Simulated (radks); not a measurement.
Co+, configuration [Ar] 3d8. Calculated with a radial shooting solver on a logarithmic mesh with Libxc functionals: Dirac Kohn-Sham, LDA (Slater exchange, Perdew-Wang correlation), spin-unpolarised, spherical densities, finite nucleus; open shells fill j = l - 1/2 first; Fermi nuclear charge, rms radius 3.7875 fm.

Spin-orbit splittings of the eigenvalues, e(l+1/2) - e(l-1/2), with zeta = 2 splitting/(2l+1) and mean radii in bohr:

| shell | occ. | splitting (eV) | zeta (eV) | <r> j=l-1/2 | <r> j=l+1/2 |
|---|---|---|---|---|---|
| 2p | 6 | ? | ? | 0.2230 | 0.2262 |
| 3p | 6 | 1.833 | 1.222 | 0.8178 | 0.8281 |
| 3d | 8 | 0.1776 | 0.07105 | 1.133 | 1.142 |

Estimate the 2p splitting.

Answer. 14.80 eV (zeta = 9.863 eV).
